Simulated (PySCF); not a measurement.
A TDDFT job was run through a driver script with this input:

```
{"job": {"kind": "uv", "xc": "wB97X-D", "basis": "def2-SVPD", "dynamic": true, "nstates": 6, "ntriplets": 0, "group": "solv-GFNQABCFFBVFFS-UHFFFAOYSA-N-uv", "role": "base"}, "charge": 0, "multiplicity": 1}
C     -2.839181    -0.486309    -0.541643
C     -1.704307    -0.410174     0.153684
C     -0.338223    -0.362122    -0.455883
C      0.401247     0.952221    -0.157065
C      0.576636     1.173384     1.274942
N      0.738467     1.298452     2.414770
S      2.006905     1.111972    -1.017034
C      2.975591    -0.156518    -0.175195
H     -3.811539    -0.516412    -0.043267
H     -2.838358    -0.528849    -1.636086
H     -1.746220    -0.367918     1.249530
H     -0.392152    -0.466286    -1.550004
H      0.270379    -1.199774    -0.074589
H     -0.189709     1.794030    -0.555598
H      2.986433     0.013254     0.912151
H      2.620358    -1.172541    -0.399049
H      4.001443    -0.053281    -0.555954
```

Its output, with some lines taken out ([cut]):

```
coarse grid: 14784 points
cycle   1  E = -686.3590252481  dE =  9.711e-01  |g| = 5.643e-01  |ddm| = 6.209e+00
cycle   2  E = -686.2644374322  dE =  9.459e-02  |g| = 9.136e-01  |ddm| = 2.105e+00
cycle   3  E = -686.4461341030  dE = -1.817e-01  |g| = 5.627e-02  |ddm| = 1.269e+00
cycle   4  E = -686.4468704917  dE = -7.364e-04  |g| = 3.494e-02  |ddm| = 2.237e-01
cycle   5  E = -686.4471780582  dE = -3.076e-04  |g| = 5.957e-03  |ddm| = 8.687e-02
cycle   6  E = -686.4471895104  dE = -1.145e-05  |g| = 1.920e-03  |ddm| = 2.624e-02
cycle   7  E = -686.4471907743  dE = -1.264e-06  |g| = 6.900e-04  |ddm| = 7.548e-03
final grid: 138336 points
cycle   8  E = -686.5300879960  dE = -1.033e-04  |g| = 5.839e-03  |ddm| = 1.774e-01
cycle   9  E = -686.5300853135  dE =  2.683e-06  |g| = 7.195e-03  |ddm| = 2.544e-02
cycle  10  E = -686.5300960908  dE = -1.078e-05  |g| = 1.428e-03  |ddm| = 9.670e-03
cycle  11  E = -686.5300965035  dE = -4.127e-07  |g| = 4.381e-04  |ddm| = 2.993e-03
cycle  12  E = -686.5300965611  dE = -5.758e-08  |g| = 1.363e-04  |ddm| = 1.346e-03
cycle  13  E = -686.5300965664  dE = -5.366e-09  |g| = 3.766e-05  |ddm| = 3.814e-04
cycle  14  E = -686.5300965670  dE = -5.916e-10  |g| = 1.165e-05  |ddm| = 1.407e-04
converged SCF energy = -686.5300965670

[cut]

Singlet excitations
state   eV       nm        f      main configurations
  1   5.4091    229.2   0.00291   H->L 0.56, H->L+1 0.32
  2   6.2531    198.3   0.02056   H->L+2 0.38, H->L+1 0.30, H->L 0.17
[cut]
  4   7.0168    176.7   0.01736   H->L+3 0.52, H->L+4 0.12, H->L+5 0.09
[cut]
  6   7.4837    165.7   0.10872   H->L+4 0.37, H-3->L 0.14
```

Method used: TDDFT wB97X-D/def2-SVPD, vertical, gas phase, core orbitals frozen in the response (PySCF). One conformer (not necessarily the lowest) at the PBE0-D3(BJ)/def2-SVP geometry, without solvent, vibrations or thermal averaging.

**Question.** What stood in the cut lines?

**Answer.** 
```
Static polarisability (au): isotropic 97.327, principal 77.707 96.848 117.427
  3   6.8193    181.8   0.02596   H->L+2 0.44, H->L+1 0.16, H->L+3 0.12
  5   7.2382    171.3   0.34296   H-1->L 0.57
```

**Question.** How much of the mean polarisability do the listed states account for?

**Answer.** The sum over states Σ f/ΔE² (ΔE in hartree) gives 7.42 au, 8% of the total; the rest comes from higher roots of the same response equations.

**Question.** Give the energy of state 2 in hartree, cm⁻¹ and kJ/mol.

**Answer.** 0.22980 hartree, 50435 cm⁻¹, 603.3 kJ/mol.

**Question.** What share of the summed oscillator strength falls to the strongest level in this window?

**Answer.** State 5 at 171 nm: 0.3430 of 0.5185, or 66%.

**Question.** Which species is it?

**Answer.** `C=CC[C@@H](C#N)SC` (C6H9NS), point group C1.

The SCF starts on a coarse grid; the energy jumps when the final grid takes over, and dE counts afresh there. H and L stand for HOMO and LUMO.

Shape of the structure used: `[CH2:1]=[CH:2][CH2:3][C@@H:4]([C:5]#[N:6])[S:7][CH3:8]`: C1–C2–C3–C4 117°, C2–C3–C4–C5 60°, C3–C4–S7–C8 -68°.

The pairwise dispersion term of wB97X-D wasn't added to the energies; at a given geometry it leaves orbitals and properties as they are.
